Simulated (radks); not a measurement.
Ionisation ladder of rhenium, from Re LV to Re LVIII. Each ion is in the ground configuration listed by NIST, and IE = E(next ion) - E(this ion). All-electron calculation, Dirac Kohn-Sham, PBE, spin-unpolarised, spherical densities, point nucleus; open shells are shared between the two j in proportion to 2j + 1. Program: a radial shooting solver on a logarithmic mesh with Libxc functionals.

\begin{tabular}{lrrrrrrr}
species & configuration & IE, Delta-SCF (eV) & -e(HOMO) (eV) & HOMO & IE, NIST (eV) & kind & error (eV) \\ \hline
Re LV & [Ar] 3d3 & 5195.8 & 5092.1 & 3d5/2 & 5236 & theory & -40.2 \\
Re LVI & [Ar] 3d2 & 5337.6 & 5232.6 & 3d5/2 & 5388 & theory & -50.4 \\
Re LVII & [Ar] 3d1 & 5480.7 & 5374.5 & 3d5/2 & 5528 & theory & -47.3 \\
Re LVIII & [Ar] & 6056.5 & 5867.0 & 3p3/2 & 5919 & theory & +137.5 \\
\end{tabular}

Reference values: NIST Atomic Spectra Database (exp. = measured, semi-emp. = semi-empirical, theory = theoretical value adopted there). The ionisation energy per charge of the ion left behind rises most, in proportion, at Re LVIII ([Ar]), from 96.152 to 104.42 eV. Spin polarisation and multiplet splitting are left out, so open shells lie too high by an amount that depends on their filling. Sharing an open shell by 2j + 1 raises it above the true ground level by a part of the spin-orbit splitting, which enters the differences from NIST.

Beside tabulated values, note that spin-unpolarised runs miss the spin-polarisation part of the exchange energy of open shells.
